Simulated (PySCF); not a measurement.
Al(H)(Me)(OH), CH5AlO, SMILES [CH3][AlH][OH] (B3LYP/def2-SVP optimised geometry):

```
8

Al    -0.150    -0.472     0.000
H     -0.910    -1.868     0.000
C     -1.022     1.273     0.000
H     -0.712     1.868    -0.877
H     -0.732     1.855     0.892
H     -2.122     1.203    -0.013
O      1.562    -0.472     0.000
H      2.122    -1.253     0.010
```

Computed with B3LYP/def2-TZVP run with PySCF.

### Question
What are the frontier orbital energies and the dipole moment?

### Answer
HOMO-2 -8.85 eV, HOMO-1 -8.76 eV, HOMO -7.76 eV, LUMO -0.74 eV, LUMO+1 0.06 eV; dipole moment 0.63 D.

On the same geometry PBE/def2-TZVP (PySCF 2.14.0) gives HOMO-2 -7.53 eV, HOMO-1 -7.38 eV, HOMO -6.65 eV, LUMO -1.27 eV, LUMO+1 -0.44 eV; dipole moment 0.52 D.

Meta-Löwdin charges at B3LYP/def2-TZVP: Al1 0.88, H2 -0.18, C3 -0.65, H4 0.13, H5 0.13, H6 0.12, O7 -0.78, H8 0.34.
